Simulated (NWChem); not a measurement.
System: Si₂H₄OF₂; SMILES O[Si@@H](F)[SiH2]F

The following NWChem deck was run.

```
start job
memory heap 200 mb stack 900 mb global 1100 mb
geometry units angstroms noautoz
  O     -1.142452    -1.720666    -0.334803
  Si     0.035941    -0.831818     0.411873
  F      1.506771    -1.407270     0.016023
  Si    -0.218943     1.319652    -0.474001
  F      0.832929     2.316722     0.276992
  H     -1.289000    -2.628428    -0.050817
  H     -0.047887    -0.938283     1.897516
  H      0.073310     1.335899    -1.936183
  H     -1.597638     1.834773    -0.229371
end
basis spherical
  * library def2-tzvp
end
dft
  xc pbe0
  iterations 150
  semidirect filesize 400000000
  mulliken
end
task dft energy
```

The geometry was optimised at PBE0/def2-SVP.

Question: Give the results of this calculation. (PBE0/def2-TZVP.) Quantities: energy (Ha); highest occupied level (eV); orbital gap (eV); dipole (D).

Answer: 
```json
{
 "energy (Ha)": "-856.10",
 "highest occupied level (eV)": "-8.43",
 "orbital gap (eV)": "7.45",
 "dipole (D)": "2.45"
}
```
